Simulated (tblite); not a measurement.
Species: C3H10BrNSi2.
SMILES with atom numbers: `[CH2:1]=[CH:2][SiH2:3][N:4]([CH3:5])[SiH2:6][Br:7]` (hydrogens: H8, H9 on C1; H10 on C2; H11, H12 on Si3; H13, H14, H15 on C5; H16, H17 on Si6)

Computed with GFN2-xTB (tblite), gas phase: L-BFGS steps from a force-field or distance-geometry start until the largest atomic force falls under 0.01 eV/Å.

Step 134: E = -599.8553 eV
```
atom  x, y, z in Å  |  force x, y, z in eV/Å
C1      1.7645   -1.4821   -0.5186    0.048   0.055  -0.020
C2      1.9882   -0.8228    0.6094    0.007   0.000  -0.013
Si3     0.9420    0.6156    1.2260   -0.001  -0.002  -0.009
N4     -0.6486    0.5008    0.5168    0.008  -0.027  -0.026
C5     -1.4250   -0.6878    0.8257   -0.005   0.013   0.006
Si6    -1.3825    1.6409   -0.5345    0.007  -0.011  -0.020
Br7    -1.4024    0.7854   -2.5800    0.005  -0.008   0.019
H8      0.9492   -1.2240   -1.1764   -0.005  -0.028   0.018
H9      2.3914   -2.2952   -0.8510   -0.006  -0.030   0.001
H10     2.8321   -1.1186    1.2243   -0.040   0.015  -0.027
H11     0.7915    0.5415    2.6837   -0.024   0.007   0.018
H12     1.4618    1.9186    0.8062   -0.001  -0.029   0.013
H13    -1.9669   -1.0509   -0.0504    0.030   0.027  -0.014
H14    -2.1553   -0.4794    1.6120   -0.004   0.003   0.020
H15    -0.7714   -1.4879    1.1666    0.012   0.003   0.013
H16    -2.7874    1.8094   -0.1978   -0.028   0.031   0.006
H17    -0.5881    2.8488   -0.6123   -0.002  -0.019   0.014
```

Step 135: E = -599.8558 eV
```
atom  x, y, z in Å  |  force x, y, z in eV/Å
C1      1.7616   -1.4826   -0.5215    0.018   0.066  -0.022
C2      1.9898   -0.8181    0.6028   -0.020   0.001  -0.023
Si3     0.9419    0.6165    1.2267    0.001  -0.017   0.011
N4     -0.6497    0.5032    0.5204    0.003  -0.021  -0.040
C5     -1.4252   -0.6861    0.8288   -0.010   0.007   0.013
Si6    -1.3811    1.6402   -0.5362    0.005  -0.014  -0.014
Br7    -1.3892    0.7786   -2.5796    0.004  -0.002   0.021
H8      0.9393   -1.2306   -1.1746    0.025  -0.032   0.032
H9      2.3890   -2.2950   -0.8547   -0.006  -0.026   0.002
H10     2.8364   -1.1094    1.2147   -0.013   0.009  -0.020
H11     0.7877    0.5306    2.6845   -0.016   0.011   0.001
H12     1.4629    1.9223    0.8175   -0.006  -0.030   0.011
H13    -1.9654   -1.0510   -0.0474    0.027   0.030  -0.018
H14    -2.1566   -0.4769    1.6138   -0.010   0.002   0.020
H15    -0.7727   -1.4862    1.1720    0.018   0.010   0.012
H16    -2.7889    1.8081   -0.2075   -0.012   0.028   0.004
H17    -0.5868    2.8487   -0.6098   -0.008  -0.023   0.009
```

Task: Estimate the geometry and energy of step 136. (The exact step hangs on the optimiser's Hessian estimate; all steps are aligned on step 135, rigid shifts and turns removed.)

Result: E = -599.8566 eV, largest force 0.051 eV/Å
```
atom  x, y, z in Å  |  force x, y, z in eV/Å
C1      1.7565   -1.4824   -0.5244    0.011   0.050  -0.003
C2      1.9916   -0.8091    0.5932    0.002  -0.011   0.001
Si3     0.9397    0.6172    1.2296    0.007  -0.038   0.029
N4     -0.6517    0.5051    0.5241    0.005  -0.023  -0.036
C5     -1.4263   -0.6849    0.8306   -0.012   0.002   0.014
Si6    -1.3777    1.6393   -0.5384    0.007  -0.002  -0.002
Br7    -1.3749    0.7637   -2.5745   -0.002   0.002   0.003
H8      0.9223   -1.2455   -1.1672    0.021  -0.017   0.019
H9      2.3864   -2.2927   -0.8590   -0.002  -0.016   0.001
H10     2.8482   -1.0903    1.1972   -0.024   0.016  -0.036
H11     0.7803    0.5173    2.6865   -0.008   0.010  -0.007
H12     1.4615    1.9266    0.8358   -0.008  -0.017   0.003
H13    -1.9636   -1.0498   -0.0471    0.011   0.030  -0.022
H14    -2.1586   -0.4763    1.6149   -0.016  -0.001   0.016
H15    -0.7755   -1.4863    1.1737    0.029   0.017   0.018
H16    -2.7861    1.8151   -0.2161   -0.010   0.022   0.001
H17    -0.5790    2.8453   -0.6089   -0.011  -0.024   0.001
```

The energy changes by -0.0008 eV. The first-order estimate −F·Δx gives -0.0012 eV and the mean of the old and new forces, exact on a quadratic surface, -0.0008 eV. The step makes an angle of 81° with the force vector and moves no atom by more than 0.029 Å.

The cost below is that of the whole relaxation. Hardware: one thread, AMD EPYC 9R45 (x86_64), on a shared host. Cost: 1.7 s.
